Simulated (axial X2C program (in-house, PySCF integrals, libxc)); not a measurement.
Worked dissociation energy of SbTe⁻: PW91, with spin–orbit coupling

All values were computed with an in-house all-electron X2C program for linear molecules (integrals from PySCF). Two-component (2c) means X2C with spin–orbit coupling and atomic mean-field two-electron Coulomb and Gaunt terms. Basis: Te dyall-acv3z [12s13p9d5f1g], Sb dyall-acv3z [12s13p9d5f1g] (cores contracted in-house); Gaussian nuclei, density fitting, unrestricted open shells. Masses: Te 129.906 u, Sb 120.904 u.

Molecular state: Ω = 1 (⟨Sz⟩ = 0.99, ⟨Lz⟩ = 0.01 at PW91).

| Item | Value |
| --- | --- |
| E(Te-) (2M_J = 3) | -6791.556504 hartree |
| E(Sb) (2M_J = 3) | -6478.599465 hartree |
| E(SbTe⁻) at Re | -13270.258613 hartree |
| ωe | 207.6 cm⁻¹ |
| ωexe | 0.425 cm⁻¹ |

Question: Work out De and D0.

Answer: De = -6791.556504 + (-6478.599465) − (-13270.258613) = 0.10264 hartree = 2.793 eV. The zero-point energy is ωe/2 − ωexe/4 = 104 cm⁻¹ = 0.013 eV, so D0 = 2.780 eV.

One determinant describes the state; a PBE0 search over occupations chose it and may have missed a lower one. Dissociation energies refer to the lowest single-determinant-based atoms at the same level and basis. Density functionals use the spin component along the axis (collinear). Other states lie close and PBE0, whose exact exchange favours high spin, may order them wrongly; the determinant shown need not be the ground state. The nearest other 2c determinant of the search, Ω = 0, lies 0.16 eV up at the distance of the search. The functionals have no current-density term, which raises determinants with orbital currents, atoms included. With several unpaired electrons one determinant need not be a pure state. Open-shell Ω = 0 determinants with evenly filled partner blocks cannot be reached by this program, so the Ω shown need not be the lowest component. This is the Ω = 1 component of a π² triplet; the 0⁺ component is not one determinant and can lie lowest. The highest occupied level of some functionals is positive through self-interaction error; at Hartree–Fock it is bound.

Each atomic determinant is the lowest at this level and need not be a pure J level. Totals compare only within one Hamiltonian and basis.
